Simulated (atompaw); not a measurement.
**antimony (Sb): one change to a PAW (atompaw) potential, before and after**

antimony, PAW, made with atompaw 4.2.0.5 (PBE, scalar-relativistic). Core [Kr] 4d10, reference 5s2 5p3. Waves: 5s (bound): rc 2.25 bohr; 5s channel at 2.3 Ry: rc 2.25 bohr; 5p (bound): rc 2.05 bohr; 5p channel at 2 Ry: rc 2.25 bohr; 5d channel at -0.2 Ry: rc 2.25 bohr; 5d channel at 0.3 Ry: rc 2.25 bohr. Local part: troulliermartins scheme with l = 3 at 0 Ry, radius 1.80 bohr. Core correction: smooth core density matched at 1.40 bohr. Augmentation charge: sinc compensation charge, radius 1.75 bohr; PAW radius 2.25 bohr; waves and projectors: custom rrkj vanderbiltortho.

All-electron outer shells of the reference configuration (PBE, scalar-relativistic, ld1.x):

```tsv
shell	level (eV)	outermost node (bohr)	outermost maximum (bohr)
4p	-101.79	0.39	0.76
4d	-33.51	0.38	0.84
5s	-12.83	0.95	1.90
5p	-4.83	1.04	2.35
```

Change: all radii scaled by about 1.10 (s 2.48, p 2.26, d 2.48 bohr); local potential troulliermartins scheme with l = 3 at 0 Ry, radius 1.98 bohr; augmentation sinc compensation charge, radius 1.92 bohr; PAW radius 2.48 bohr; waves and projectors: custom rrkj vanderbiltortho; core correction smooth core density matched at 1.54 bohr.

Cutoffs: the cutoffs (Ry, on a coarse ladder) from which the occupation-weighted sum of valence levels, in a spherical-Bessel basis at the reference potential, stays within 10 and 1 mRy of its value at 400 Ry; they do not see the model core or the augmentation charge, which bear on the density cutoff.

Question: What does the change do?

Answer: The potential gets softer (6 Ry and 15 Ry → 6 Ry and 8 Ry); both files keep a bound ghost (d, p, s). A larger radius leaves more room for a smooth pseudo-wave, so fewer plane waves are needed.

```tsv
quantity	base	changed
cutoff, loose	6 Ry	6 Ry
cutoff, tight	15 Ry	8 Ry
bound ghosts	s, p, d	s, d, p
lowest overlap eigenvalue by channel	s 0.14, p 0.20, d 0.83	s 0.25, p 0.19, d 0.85
```

 A true bound ghost makes a file unfit for plane-wave use even where its test errors are small: the radial tests pick states by their node count and pass the ghost by. The cutoffs see the waves, projectors and local potential, not the compensation charge or the core.
